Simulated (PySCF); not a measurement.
I3Ti (SMILES [I][Ti]([I])[I]), doublet, geometry from GFN2-xTB (such geometries of metal compounds can be far from the true shape) (the multiplicity is a formal guess) (core potentials on I).

Input for PySCF:
```python
from pyscf import gto, scf, dft

mol = gto.Mole()
mol.atom = '''
    Ti   -0.263988    0.290942    0.540745
    I    -1.965389   -1.568207   -0.230045
    I     0.025457    2.179435   -1.274505
    I     2.049512   -0.731996    1.280090
'''
mol.basis = 'def2-svp'
mol.ecp = {'I': 'def2-svp'}
mol.charge = 0
mol.spin = 1
mol.verbose = 3
mol.build()

mf = dft.UKS(mol)
mf.xc = 'pbe0'
mf = mf.density_fit(auxbasis='def2-universal-jkfit')
mf.kernel()
```

Problem. What does this run give for the nuclear repulsion energy, Mulliken (on the basis functions themselves) charges in atom order, total energy, <S^2>, dipole moment?

Solution. 
| Property | Value |
|---|---|
| nuclear repulsion energy | 558.3496 Eh |
| Mulliken (on the basis functions themselves) charges in atom order | Ti1 0.42, I2 -0.14, I3 -0.14, I4 -0.14 |
| total energy | -1742.4568 Eh |
| <S^2> | 0.771 |
| dipole moment | 2.28 D |

These values belong to the state on which the SCF converged, which isn't shown to be the lowest.
